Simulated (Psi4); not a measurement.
Cl4OW (SMILES [O]=[W]([Cl])([Cl])([Cl])[Cl]), singlet, at a GFN2-xTB geometry (such geometries of metal compounds can be far from the true shape) (core potentials on W).

Psi4 was given this input:
```
memory 2 GB

molecule {
0 1
W     0.16461245   -0.05051104   -0.09004072
O     1.58033747   -0.48492377   -0.86442259
Cl    0.48222147   -0.52046481    2.10349082
Cl   -1.21233975    0.74450032   -1.70412629
Cl   -1.15304426   -1.89345041   -0.11588472
Cl    0.42292598    2.11748592    0.51524926
}

set {
  basis def2-svp
}

energy('b3lyp')
print_variables()
```

Question: What total energy does B3LYP/def2-SVP run with Psi4 give?

Answer: -1982.781939 Ha

Question: Predict the number of basis functions from B3LYP/def2-SVP.

Answer: 118

Question: Give the dipole moment at the level B3LYP/def2-SVP.

Answer: 0.65 D
